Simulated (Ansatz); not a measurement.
Ansatz (an electronic-structure program) input (HF/3-21G): The .json file is the Basis Set Exchange's 3-21G.

Ansatz 0.2 input:
```yaml
crystal:
  periodic: [false, false, false]
  atoms:
    - {symbol: C, position_ang: [-0.00000000, -0.00000000, -0.76527862]}
    - {symbol: F, position_ang: [0.00000000, 0.00000000, 0.51018575]}
basis:
  gaussian:
    orbitals: 3-21G.json
hamiltonian:
  xc: {name: HF}
magnetization: {spin_polarized: true, initial_magnetization: 1}
relax: {f_tol: 0.003, max_steps: 120}
```

What final total energy does it give?

-136.42614 Eh.
